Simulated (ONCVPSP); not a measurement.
## Ni: ONCV pseudisation with PBEsol, scalar-relativistic reference atom.

ONCVPSP 4.0.1 input, shortened (lines: element, Z, core and valence counts, functional; n l f; lmax; l rc ep ncon nbas qcut; lloc lpopt rc5 dvloc0; l nproj debl; icmod fcfact rcfact), PBEsol, scalar-relativistic:

```
  Ni 28.00    3    5  -116133      upf
    1    0    2.00
    2    0    2.00
    2    1    6.00
    3    0    2.00
    3    1    6.00
    3    2    8.00
    4    0    1.75
    4    1    0.25
    3
    0    1.00    0.00    4    7   15.20
    1    1.55    0.00    4    8    8.30
    2    1.25    0.00    4    9   13.30
    3    1.25    0.29    3    7    9.10
    4    5    0.95    3.00
    0    2    2.40
    1    2    3.90
    2    2    0.50
    3    2    1.00
    0    0.00    0.00
```

* Cutoffs needed: 70 Ha and 84 Ha (the cutoffs (Ha) at which the residual kinetic energy of the hardest occupied pseudo-wave falls to 1 and 0.1 mHa per electron)
* Ghost test: no bound ghost flagged; no localised positive-energy state flagged
* Configuration tests: 1 of 4 tests not solved or not reliable
